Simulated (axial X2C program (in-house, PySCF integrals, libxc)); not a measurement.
Excited states of NaPb⁺ by EOM-EE-CCSD

Calculated with an axial X2C code built on PySCF integrals: two-component X2C with atomic mean-field Coulomb and Gaunt terms, Gaussian nuclei, basis Pb dyall-acv3z, Na dyall-acv3z with contracted cores.

R = 3.327 Å (near the PBE0 minimum at charge 1 of the determinant lowest at the starting distance; the state shown can have its own minimum elsewhere).

Vertical excitation energies from the closed-shell determinant state of NaPb⁺:

| Ω | excitation (eV) | cm⁻¹ | hole of the leading pair | particle of the leading pair | weight of the pair (for Ω = 0 its time-reversed partner can hold as much again) | singles weight |
| --- | --- | --- | --- | --- | --- | --- |
| 0⁻ | 0.946 | 7631 | 45% Pb pπ, 42% Pb pσ | 47% Pb pπ, 34% Pb pσ, 8% Na sσ | 0.49 | 0.97 |
| 1 | 1.122 | 9046 | 45% Pb pπ, 42% Pb pσ | 47% Pb pπ, 33% Pb pσ, 9% Na sσ | 0.80 | 0.97 |
| 0⁺ | 1.454 | 11724 | 45% Pb pπ, 42% Pb pσ | 46% Pb pπ, 35% Pb pσ, 8% Na sσ | 0.48 | 0.97 |
| 2 | 1.665 | 13428 | 45% Pb pπ, 42% Pb pσ | 89% Pb pπ, 6% Na dπ | 0.94 | 0.94 |
| 1 | 1.732 | 13973 | 45% Pb pπ, 42% Pb pσ | 89% Pb pπ | 0.81 | 0.97 |
| 0⁻ | 4.036 | 32553 | 44% Pb pπ, 42% Pb pσ | 57% Na sσ, 16% Pb pσ, 11% Pb sσ | 0.49 | 0.97 |
| 1 | 4.083 | 32934 | 45% Pb pπ, 42% Pb pσ | 56% Na sσ, 17% Pb pσ, 11% Pb sσ | 0.94 | 0.95 |

This point took 7.4 s on 1 thread of Intel(R) Xeon(R) Platinum 8375C CPU @ 2.90GHz (Ice Lake) (shared host).

Reference electrons by ω block (each with its −ω partner): 1/2: 27, 3/2: 13, 5/2: 5, 7/2: 1. 4 electrons of NaPb⁺ correlated (inner shells frozen), 88 natural virtual spinors (a truncated set); levels can be off by some tenths of an eV. Roots sought by Ω: (0: 5, 1: 4, 2: 3, 3: 1); the list ends where they run out and leaves out roots under 60 % singles weight. The solver can skip a root, and states that need a further excitation, which the method places far too high, are missing though they may lie low or lowest. T1 of the reference 0.005 (Lee–Taylor). Number of frozen shells: Pb 5 s, 4 p, 3 d, 1 f; Na 2 s, 1 p.
